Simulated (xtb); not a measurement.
F2Mg, singlet, from a rough starting geometry (GFN-xTB shapes and energies of metal compounds can be far from the true ones); GFN2-xTB (xtb).

Here is a job for xtb.
```
$ xtb mol.xyz --gfn 2 --opt vtight --json

# file mol.xyz
3

Mg     0.01248169    -0.00463657    -0.04217965
F     -0.21581036     1.21988519    -1.11940790
F      0.18307718    -1.28565176     1.11691206
```

What the program printed (banner, timings and long lists left out):

```
   ID    Z sym.   atoms
    1   12 Mg     1
    2    9 F      2, 3

           -------------------------------------------------
          |                Calculation Setup                |
           -------------------------------------------------

           -------------------------------------------------
          |                 G F N 2 - x T B                 |
           -------------------------------------------------

          ...................................................
          :                      SETUP                      :
          :.................................................:
          :  # basis functions                  18          :
          :  # atomic orbitals                  17          :
          :  # shells                            7          :
          :  # electrons                        16          :
          :  max. iterations                   250          :
          :  Hamiltonian                  GFN2-xTB          :
          :  restarted?                      false          :
          :  GBSA solvation                  false          :
          :  PC potential                    false          :
          :  electronic temp.          300.0000000     K    :
          :  accuracy                    1.0000000          :
          :  -> integral cutoff          0.2500000E+02      :
          :  -> integral neglect         0.1000000E-07      :
          :  -> SCF convergence          0.1000000E-05 Eh   :
          :  -> wf. convergence          0.1000000E-03 e    :
          :  Broyden damping             0.4000000          :
          :  net charge                          0          :
          :  unpaired electrons                  0          :
          ...................................................

 iter      E             dE          RMSdq      gap      omega  full diag
   1     -9.0029470 -0.900295E+01  0.215E+01    0.79       0.0  T
   2     -9.7231825 -0.720236E+00  0.122E+01    9.25       1.0  T
   3    -10.1169327 -0.393750E+00  0.143E+01    2.85       1.0  T
   4     -9.8868891  0.230044E+00  0.195E+01    5.97       1.0  T
   5    -10.0626192 -0.175730E+00  0.522E+00    3.79       1.0  T
   6    -10.1252823 -0.626631E-01  0.774E-01    2.73       1.0  T
   7    -10.1285400 -0.325773E-02  0.216E-01    2.51       1.0  T
   8    -10.1281594  0.380609E-03  0.718E-01    2.45       1.0  T
   9    -10.1281833 -0.238212E-04  0.685E-01    2.45       1.0  T
  10    -10.1285276 -0.344350E-03  0.225E-01    2.54       1.0  T
  11    -10.1285466 -0.190353E-04  0.207E-01    2.54       1.0  T
  12    -10.1285985 -0.518159E-04  0.407E-03    2.51      14.2  T
  13    -10.1285985 -0.158109E-07  0.217E-03    2.51      26.6  T
  14    -10.1285985 -0.985452E-08  0.114E-03    2.51      50.8  T
  15    -10.1285985 -0.154570E-08  0.615E-05    2.51     938.5  T
  16    -10.1285985 -0.341416E-11  0.323E-05    2.51    1786.3  T

   *** convergence criteria satisfied after 16 iterations ***

         :::::::::::::::::::::::::::::::::::::::::::::::::::::
         ::                     SUMMARY                     ::
         :::::::::::::::::::::::::::::::::::::::::::::::::::::
         :: total energy             -10.111719444444 Eh    ::
         :: gradient norm              0.034806185363 Eh/a0 ::
         :: HOMO-LUMO gap              2.514667390958 eV    ::
         ::.................................................::
         :: SCC energy               -10.128598500581 Eh    ::
         :: -> isotropic ES            0.119630026561 Eh    ::
         :: -> anisotropic ES          0.006077977826 Eh    ::
         :: -> anisotropic XC         -0.002630708324 Eh    ::
         :: -> dispersion             -0.000665206209 Eh    ::
         :: repulsion energy           0.016879056137 Eh    ::
         :: add. restraining           0.000000000000 Eh    ::
         :: total charge               0.000000000000 e     ::
         :::::::::::::::::::::::::::::::::::::::::::::::::::::

      -----------------------------------------------------------
     |                   =====================                   |
     |                        A N C O P T                        |
     |                   =====================                   |
     |               Approximate Normal Coordinate               |
     |                Rational Function Optimizer                |
      -----------------------------------------------------------
      -----------------------------------------------------------
     |                   =====================                   |
     |                        A N C O P T                        |
     |                   =====================                   |
     |               Approximate Normal Coordinate               |
     |                Rational Function Optimizer                |
      -----------------------------------------------------------

          ...................................................
          :                      SETUP                      :
          :.................................................:
          :   optimization level         verytight          :
          :   max. optcycles                   200          :
          :   ANC micro-cycles                  20          :
          :   degrees of freedom                 3          :
          :.................................................:
          :   RF solver                   davidson          :
          :   write xtbopt.log                true          :
          :   linear?                        false          :
          :   energy convergence         0.1000000E-06 Eh   :
          :   grad. convergence          0.2000000E-03 Eh/α :
          :   maxmium RF displ.          1.0000000          :
          :   Hlow (freq-cutoff)         0.1000000E-01      :
          :   Hmax (freq-cutoff)         5.0000000          :
          :   S6 in model hess.         20.0000000          :
[...]
 * total energy  :   -10.1129184 Eh     change       -0.5478163E-05 Eh
 * total energy  :   -10.1129250 Eh     change       -0.6610220E-05 Eh
 * total energy  :   -10.1129358 Eh     change       -0.1077747E-04 Eh
 * total energy  :   -10.1130536 Eh     change       -0.1177764E-03 Eh
 * total energy  :   -10.1135365 Eh     change       -0.4829253E-03 Eh
 * total energy  :   -10.1136486 Eh     change       -0.1121605E-03 Eh
 * total energy  :   -10.1137276 Eh     change       -0.7895375E-04 Eh
 * total energy  :   -10.1138837 Eh     change       -0.1561141E-03 Eh
 * total energy  :   -10.1139542 Eh     change       -0.7053043E-04 Eh
 * total energy  :   -10.1139603 Eh     change       -0.6112749E-05 Eh
 * total energy  :   -10.1139614 Eh     change       -0.1097323E-05 Eh
 * total energy  :   -10.1139616 Eh     change       -0.1642454E-06 Eh
 * total energy  :   -10.1139616 Eh     change       -0.1809068E-08 Eh
   *** GEOMETRY OPTIMIZATION CONVERGED AFTER 20 ITERATIONS ***
[...]
          :  # electrons                        16          :
          :  max. iterations                   250          :
          :  Hamiltonian                  GFN2-xTB          :
          :  restarted?                      false          :
          :  GBSA solvation                  false          :
          :  PC potential                    false          :
          :  electronic temp.          300.0000000     K    :
          :  accuracy                    1.0000000          :
          :  -> integral cutoff          0.2500000E+02      :
          :  -> integral neglect         0.1000000E-07      :
          :  -> SCF convergence          0.1000000E-05 Eh   :
          :  -> wf. convergence          0.1000000E-03 e    :
          :  Broyden damping             0.4000000          :
          :  net charge                          0          :
          :  unpaired electrons                  0          :
          ...................................................

 iter      E             dE          RMSdq      gap      omega  full diag
   1    -10.1279810 -0.101280E+02  0.438E-06    2.73       0.0  T
   2    -10.1279810  0.355271E-14  0.361E-06    2.73   15999.1  T
   3    -10.1279810 -0.124345E-13  0.107E-06    2.73   54146.1  T

   *** convergence criteria satisfied after 3 iterations ***

         :::::::::::::::::::::::::::::::::::::::::::::::::::::
         ::                     SUMMARY                     ::
         :::::::::::::::::::::::::::::::::::::::::::::::::::::
         :: total energy             -10.113961612077 Eh    ::
         :: gradient norm              0.000001076326 Eh/a0 ::
         :: HOMO-LUMO gap              2.733462589885 eV    ::
         ::.................................................::
         :: SCC energy               -10.127981034760 Eh    ::
         :: -> isotropic ES            0.120796810313 Eh    ::
         :: -> anisotropic ES          0.004717524298 Eh    ::
         :: -> anisotropic XC         -0.002621050026 Eh    ::
         :: -> dispersion             -0.000682937167 Eh    ::
         :: repulsion energy           0.014019422683 Eh    ::
         :: add. restraining           0.000000000000 Eh    ::
         :: total charge              -0.000000000000 e     ::
         :::::::::::::::::::::::::::::::::::::::::::::::::::::

           -------------------------------------------------
          |                Property Printout                |
           -------------------------------------------------

    * Orbital Energies and Occupations

         #    Occupation            Energy/Eh            Energy/eV
      -------------------------------------------------------------
         1        2.0000           -0.8132028             -22.1284
         2        2.0000           -0.8107786             -22.0624
         3        2.0000           -0.5341183             -14.5341
         4        2.0000           -0.5070685             -13.7980
         5        2.0000           -0.5069113             -13.7938
         6        2.0000           -0.5020693             -13.6620
         7        2.0000           -0.5013582             -13.6427
         8        2.0000           -0.4985193             -13.5654 (HOMO)
         9                         -0.3980664             -10.8319 (LUMO)
        10                         -0.0823533              -2.2409
        11                         -0.0551678              -1.5012
        12                          0.0020613               0.0561
        13                          0.0152113               0.4139
        14                          0.0357014               0.9715
        15                          0.0790949               2.1523
        16                          0.6931331              18.8611
        17                          0.6971784              18.9712
      -------------------------------------------------------------
                  HL-Gap            0.1004529 Eh            2.7335 eV
             Fermi-level           -0.4482929 Eh          -12.1987 eV

     #   Z          covCN         q      C6AA      α(0)
     1  12 Mg       1.278     0.532   183.389    37.303
     2   9 F        0.639    -0.266    11.970     4.083
     3   9 F        0.639    -0.266    11.970     4.083

 Mol. C6AA /au·bohr⁶  :        366.986068
 Mol. C8AA /au·bohr⁸  :      22550.477780
 Mol. α(0) /au        :         45.469062

Wiberg/Mayer (AO) data.
largest (>0.10) Wiberg bond orders for each atom

 ---------------------------------------------------------------------------
     #   Z sym  total        # sym  WBO       # sym  WBO       # sym  WBO
 ---------------------------------------------------------------------------
     1  12 Mg   2.221 --     3 F    1.111     2 F    1.111
     2   9 F    1.235 --     1 Mg   1.111     3 F    0.125
     3   9 F    1.235 --     1 Mg   1.111     2 F    0.125
 ---------------------------------------------------------------------------

Topologies differ in total number of bonds
Writing topology from bond orders to xtbtopo.mol

molecular dipole:
                 x           y           z       tot (Debye)
 q only:        0.676      -0.093      -0.229
   full:        1.390      -0.191      -0.471       3.762
molecular quadrupole (traceless):
                xx          xy          yy          xz          yz          zz
 q only:        2.419       0.515      -1.624      -0.719       3.387      -0.795
  q+dip:        3.776       0.387      -2.458      -1.370       4.158      -1.318
   full:        4.746       0.992      -3.183      -1.423       6.606      -1.563

optimized geometry written to: xtbopt.xyz

           -------------------------------------------------
          | TOTAL ENERGY              -10.113961612077 Eh   |
          | GRADIENT NORM               0.000001076326 Eh/α |
          | HOMO-LUMO GAP               2.733462589885 eV   |
           -------------------------------------------------

normal termination of xtb
```
